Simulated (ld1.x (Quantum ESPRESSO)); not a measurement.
## What one change does to a pseudopotential (germanium, ultrasoft)

ld1.x (Quantum ESPRESSO) 7.5 input, shortened:

```
&input
   title='Ge', zed=32., rel=0, dft='PZ', iswitch=3,
   config='[Ar] 3d10 4s2 4p2'
 /
 &inputp
   pseudotype=3, tm=.true., lloc=-1, rcloc=1.50,
   nlcc=.true., rcore=1.20
 /
4
4S  1  0   2.00   0.00  1.70  2.05  0.0
4S  1  0   0.00  -0.45  1.70  2.05  0.0
4P  2  1   2.00   0.00  1.65  1.75  0.0
4P  2  1   0.00   1.25  1.65  1.75  0.0
 &test
   configts(1)='4s2 4p2'
 /
```

All-electron outer shells of the reference configuration (LDA (PZ), non-relativistic, ld1.x):

| shell | level (eV) | outermost node (bohr) | outermost maximum (bohr) |
| --- | --- | --- | --- |
| 3d | -30.39 | – | 0.50 |
| 4s | -11.61 | 0.78 | 1.77 |
| 4p | -4.08 | 0.83 | 2.22 |

Change: scalar-relativistic.

Cutoffs: the cutoffs (Ry, on a coarse ladder) from which the occupation-weighted sum of valence levels, in a spherical-Bessel basis at the reference potential, stays within 10 and 1 mRy of its value at 400 Ry; they do not see the model core or the augmentation charge, which bear on the density cutoff. Errors are all-electron minus pseudo energies relative to the spin-unpolarised reference configuration.

**Question.** What does the change do?

**Answer.** The potential gets neither clearly harder nor softer (6 Ry and 15 Ry → 6 Ry and 15 Ry); of the 9 tests that both files solve, the error grows in 7 and shrinks in 0 by more than 15 % and 0.3 meV (median size 7.7 → 10.3 meV); neither file shows a bound ghost.

```csv
quantity,base,changed
"cutoff, loose",6 Ry,6 Ry
"cutoff, tight",15 Ry,15 Ry
bound ghosts,none,none
"error for 4s2 4p1, meV [ΔE 7.66 → 7.64 eV]",-4.7,-6.4
"error for 4s2 4p0, meV [ΔE 23.39 → 23.35 eV]",-41,-48
"error for 4s1 4p0, meV [ΔE 58.05 → 58.57 eV]",-237,-269
"error for 4s1 4p2, meV [ΔE 16.02 → 16.41 eV]",-23,-29
"error for 4s0 4p4, meV [ΔE 15.55 → 16.36 eV]",-31,-40
"error for 4s1 4p3, meV [ΔE 7.66 → 8.04 eV]",-7.7,-10
"error for 4s2 4p1.5, meV [ΔE 2.90 → 2.89 eV]",-0.7,-1.2
"error for 4s2 4p2 (spin-polarised), meV [ΔE -0.56 eV]",-1.9,-2.0
"error for 4s2 4p1 (spin-polarised), meV [ΔE 7.48 → 7.45 eV]",-5.7,-7.3
s: phases at 2.26 bohr within 0.05 rad from the reference energy up to (Ry; the scan ends near 5),3.6,3.5
p: phases at 2.26 bohr within 0.05 rad from the reference energy up to (Ry; the scan ends near 5),to the end of the scan,to the end of the scan
lowest overlap eigenvalue by channel,"s 0.32, p 0.28","s 0.32, p 0.29"
```
